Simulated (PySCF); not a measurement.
C6H5N3.
Z-matrix (Å and degrees, GFN2-xTB geometry), rows numbered from 1:
```
C 
C   1  1.4027
C   2  1.3764  1  122.02
C   3  1.3892  2  116.46  1     0.01
N   4  1.3607  3  134.79  2  -179.94
N   5  1.3424  4  109.73  3  -179.96
N   6  1.2626  5  110.39  4    -0.00
C   7  1.3650  6  109.17  5    -0.02
C   1  1.3746  2  121.99  3    -0.08
H   1  1.0797  2  118.48  3   179.92
H   2  1.0799  1  118.69  3  -179.98
H   3  1.0792  2  121.94  1  -179.98
H   5  1.0068  4  129.35  3     0.14
H   9  1.0777  1  122.33  2  -179.98
```

Computed geometry: GFN2-xTB, gas phase.

Take the most abundant isotopes and a rigid rotor. 

(1) What are A, B and C (cm⁻¹)?

(2) Classify the top.

(3) Is it planar, by Δ = Ic − Ia − Ib?

(4) List the rotational levels J(Ka,Kc) to J = 4 (MHz).

(5) Estimate the classical rotational partition function at 10 K, 50 K and 298.15 K.

Answers

(1) Ia = 124.64, Ib = 296.75, Ic = 421.39 u·Å²; 505379 MHz·u·Å²/I gives 4055, 1703 and 1199 MHz, that is A = 0.13526, B = 0.05681, C = 0.04000 cm⁻¹.

(2) An asymmetric top. Ray's parameter κ = (2B − A − C)/(A − C) = -0.647; −1 is the prolate and +1 the oblate limit.

(3) Planar: Δ = Ic − Ia − Ib = 0.00 u·Å². For a rigid frame Δ = −2 Σ m c², so it vanishes when all atoms lie in the ab plane; here none is more than 0.01 Å from it.

(4) Above 0(0,0):
J = 1: 1(0,1) 2902, 1(1,1) 5254, 1(1,0) 5758
J = 2: 2(0,2) 8634, 2(1,2) 10555, 2(1,1) 12066, 2(2,1) 19122, 2(2,0) 19194
J = 3: 3(0,3) 17061, 3(1,3) 18464, 3(1,2) 21480, 3(2,2) 27829, 3(2,1) 28182, 3(3,1) 40890, 3(3,0) 40896
J = 4: 4(0,4) 28020, 4(1,4) 28939, 4(1,3) 33930, 4(2,3) 39381, 4(2,2) 40385, 4(3,2) 52627, 4(3,1) 52672, 4(4,1) 70739, 4(4,0) 70740

(5) Point group Cs, symmetry number σ = 1; q = (√π/σ)·√((kT/h)³/(ABC)), k/h = 20836.6 MHz/K: 1850 at 10 K, 20700 at 50 K, 302000 at 298.15 K.

No frequency check. Constants of a rigid frame at the computed geometry: no zero-point averaging, no centrifugal distortion.
